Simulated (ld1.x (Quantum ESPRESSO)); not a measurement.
**Sn (Z = 50): TM pseudisation with PW91, scalar-relativistic reference atom.**

ld1.x (Quantum ESPRESSO) 7.5 was run on this input:

```
&input
   title='Sn', zed=50., rel=1, dft='PW91', iswitch=3,
   config='[Kr] 4d10 5s2 5p2',
   nld=3, rlderiv=2.15, eminld=-4.0, emaxld=5.0, deld=0.02
 /
 &inputp
   pseudotype=2, tm=.true., lloc=2,
   nlcc=.true., rcore=1.45,
   file_pseudopw='Sn.UPF', file_wfcaegen='ae.wfc', file_wfcncgen='nc.wfc', file_beta='beta', file_chi='chi'
 /
3
5S  1  0   2.00   0.00  1.95  1.95  0.0
5P  2  1   2.00   0.00  1.90  1.90  0.0
4D  3  2  10.00   0.00  1.40  1.40  0.0
 &test
   configts(1)='4d10 5s2 5p2'
 /
```

Command:

```bash
ld1.x < Sn.in > Sn.out
```

The program printed (shortened: banner, matrices, multipoles, cross overlaps and the repeated all-electron block are left out):

```
Program LD1 v.7.5
     --------------------------- All-electron run ----------------------------

     Sn
     scalar relativistic calculation

     atomic number is 50.00
     dft =PW91   lsd =0 sic =0 latt =0  beta=0.20 tr2=1.0E-14
     Exchange-correlation= PW91
                           (   1   4   2   2   0   0   0)
     mesh =1243 r(mesh) = 100.78374 a.u. xmin = -7.00 dx = 0.01250
     1 Ry =  13.60569312 eV, c = 137.03599908

     n l     nl                  e(Ry)          e(Ha)          e(eV)
     1 0     1S 1( 2.00)     -2132.7702     -1066.3851    -29017.8162
     2 0     2S 1( 2.00)      -321.9786      -160.9893     -4380.7422
     2 1     2P 1( 6.00)      -289.0622      -144.5311     -3932.8920
     3 0     3S 1( 2.00)       -62.1303       -31.0652      -845.3265
     3 1     3P 1( 6.00)       -51.3742       -25.6871      -698.9811
     4 0     4S 1( 2.00)        -9.8457        -4.9228      -133.9570
     4 1     4P 1( 6.00)        -6.5951        -3.2975       -89.7306
     3 2     3D 1(10.00)       -34.8094       -17.4047      -473.6054
     4 2     4D 1(10.00)        -1.9018        -0.9509       -25.8756
     5 0     5S 1( 2.00)        -0.7808        -0.3904       -10.6229
     5 1     5P 1( 2.00)        -0.2749        -0.1375        -3.7404

     final scf error:  6.5E-15 reached in  35 iterations

     Etot =  -12356.227123 Ry,   -6178.113561 Ha, -168115.034391 eV

     Ekin =   12900.913784 Ry,    6450.456892 Ha,  175525.873953 eV
     Encl =  -29877.830189 Ry,  -14938.915094 Ha, -406508.588728 eV
     Eh   =    4952.058505 Ry,    2476.029252 Ha,   67376.188346 eV
     Exc  =    -331.369223 Ry,    -165.684612 Ha,   -4508.507962 eV

     normalization and overlap integrals

     s(1S/1S) =  1.000000  <r> =   0.0291  <r2> =    0.0011  r(max) =   0.0188
     s(2S/2S) =  1.000000  <r> =   0.1255  <r2> =    0.0186  r(max) =   0.1054
     s(2P/2P) =  1.000000  <r> =   0.1096  <r2> =    0.0147  r(max) =   0.0853
     s(3S/3S) =  1.000000  <r> =   0.3394  <r2> =    0.1317  r(max) =   0.3090
     s(3P/3P) =  1.000000  <r> =   0.3377  <r2> =    0.1324  r(max) =   0.3013
     s(4S/4S) =  1.000000  <r> =   0.8184  <r2> =    0.7579  r(max) =   0.7412
     s(4P/4P) =  1.000000  <r> =   0.8857  <r2> =    0.8967  r(max) =   0.7890
     s(3D/3D) =  1.000000  <r> =   0.3146  <r2> =    0.1175  r(max) =   0.2498
     s(4D/4D) =  1.000000  <r> =   1.0993  <r2> =    1.4391  r(max) =   0.8829
     s(5S/5S) =  1.000000  <r> =   2.3924  <r2> =    6.5435  r(max) =   2.0147
     s(5P/5P) =  1.000000  <r> =   3.2447  <r2> =   12.3817  r(max) =   2.5548

     ------------------------ End of All-electron run ------------------------

     --------------------- Generating NC pseudopotential ---------------------

      Generating local pot.: lloc=2, matching radius rcloc =   1.4000

      Computing core charge for nlcc:

       r > 1.46 : true rho core
       r < 1.46 : rho core = a sin(br)/r    a=   3.02  b=   1.90

      Integrated core pseudo-charge :   2.82

      Wfc   5S  rcut= 1.941  Using Troullier-Martins method

      Wfc   5P  rcut= 1.893  Using Troullier-Martins method

     ------------------- End of pseudopotential generation -------------------

     Computing logarithmic derivative in   2.15814
     Computing logarithmic derivative in   2.15814
     Computing the partial wave expansion
     R is outside the sphere for l=    0 j= 0.00
     R is outside the sphere for l=    1 j= 0.00
       no projector for channel:   2

     ---------------------- Testing the pseudopotential ----------------------

     Sn
     scalar relativistic calculation

     atomic number is 50.00   valence charge is 14.00
     dft =PW91   lsd =0 sic =0 latt =0  beta=0.20 tr2=1.0E-14
     mesh =1243 r(mesh) = 100.78374 xmin = -7.00 dx = 0.01250

     n l     nl             e AE (Ry)        e PS (Ry)    De AE-PS (Ry)
     3 2     4D   1(10.00)       -1.90182       -1.90184        0.00002
     1 0     5S   1( 2.00)       -0.78077       -0.78077        0.00000
     2 1     5P   1( 2.00)       -0.27491       -0.27491       -0.00000

     eps = 4.0E-15  iter = 15

     Etot =  -12356.227123 Ry,   -6178.113561 Ha, -168115.034391 eV
     Etotps =  -139.705446 Ry,     -69.852723 Ha,   -1900.789426 eV

     Ekin =     101.991991 Ry,      50.995996 Ha,    1387.671737 eV
     Encl =    -341.818662 Ry,    -170.909331 Ha,   -4650.679822 eV
     Ehrt =     119.480147 Ry,      59.740074 Ha,    1625.610217 eV
     Ecxc =     -21.858606 Ry,     -10.929303 Ha,    -297.401484 eV
     (Ecc =      -2.799989 Ry,      -1.399994 Ha,     -38.095785 eV)
     Epseu=       2.499683 Ry,       1.249842 Ha,      34.009926 eV

     ---------------------- End of pseudopotential test ----------------------
```

Note: ghost states, extra bound levels that the all-electron valence spectrum of the same l lacks: s at -182.6 eV, p at -51.8 eV. A true bound ghost makes a file unfit for plane-wave use.

Generation and configuration tests took about 1.3 s on one core of a shared server CPU.
